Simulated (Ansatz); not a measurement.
HClGeO, SMILES `[OH][Ge][Cl]` (lower singlet; H–O–Ge–Cl torsion 180°) (charge 0, multiplicity 1). This singlet lies 2.77 eV below the relaxed triplet at the level frozen-core CCSD(T)/cc-pVTZ // B3LYP-D3(BJ)/def2-TZVP (Ansatz, a program for electronic structure).

All values below come from frozen-core CCSDT(Q)/cc-pVDZ // B3LYP-D3(BJ)/def2-TZVP run with Ansatz.

Ansatz 0.2 input:
```yaml
crystal:
  periodic: [false, false, false]
  atoms:
    - { symbol: O, position_ang: [-0.83152, -0.400945, 0.022161] }
    - { symbol: Ge, position_ang: [0.405572, 0.898837, -0.052235] }
    - { symbol: Cl, position_ang: [2.162232, -0.432788, 0.031031] }
    - { symbol: H, position_ang: [-1.736284, -0.065103, -0.000958] }
basis:
  gaussian: { orbitals: cc-pVDZ }
correlation:
  method: ccsdt_q
```

Output:

```
Functional definition: HF
1245 factors; integrals over basis functions are off by at most 2.4e-7 eV
mean field evaluation 1: about -71028.4619 eV, gradient 3.6e1 eV
mean field evaluation 2: about -71028.4900 eV, gradient 3.6e1 eV
mean field evaluation 4: about -71031.2628 eV, gradient 2.3e0 eV
mean field evaluation 8: about -71031.2951 eV, gradient 5.9e-4 eV
mean field evaluation 16: about -71031.2903 eV, gradient 9.3e-1 eV
mean field -71031.29505414 eV, -2610.3519464986 hartree, gradient 6.2e-6 eV, S^2 0.000000; 0 other end points of the search recorded, 0 dependent functions left out
15 core orbitals not correlated
reference -71031.29505414 eV, -2610.3519464986 hartree; 14, 14 occupied and 35, 35 virtual orbitals, 1245 factors
second order -11.35296495 eV of doubles, -0.00000000 eV of singles
cycle   1  -11.59654061 eV  change   -2.4e-1 eV  update   1.1e-1
cycle   2  -12.05486296 eV  change   -4.6e-1 eV  update   6.2e-2
cycle   3  -12.37638515 eV  change   -3.2e-1 eV  update   3.3e-2
cycle   4  -12.36439477 eV  change    1.2e-2 eV  update   1.2e-2
cycle   5  -12.33992762 eV  change    2.4e-2 eV  update   6.6e-3
cycle   6  -12.34394932 eV  change   -4.0e-3 eV  update   2.9e-3
cycle   7  -12.34622113 eV  change   -2.3e-3 eV  update   1.1e-3
cycle   8  -12.34583030 eV  change    3.9e-4 eV  update   5.2e-4
cycle   9  -12.34556579 eV  change    2.6e-4 eV  update   2.0e-4
cycle  10  -12.34579097 eV  change   -2.3e-4 eV  update   1.0e-4
cycle  11  -12.34560184 eV  change    1.9e-4 eV  update   4.7e-5
cycle  12  -12.34563098 eV  change   -2.9e-5 eV  update   2.2e-5
cycle  13  -12.34564146 eV  change   -1.0e-5 eV  update   9.7e-6
cycle  14  -12.34563536 eV  change    6.1e-6 eV  update   4.3e-6
cycle  15  -12.34563447 eV  change    8.9e-7 eV  update   2.0e-6
perturbative correction -0.03899152 eV, -0.0014329121 hartree
Total energy: -71043.67968014 eV, -2610.8070731094 hartree
```
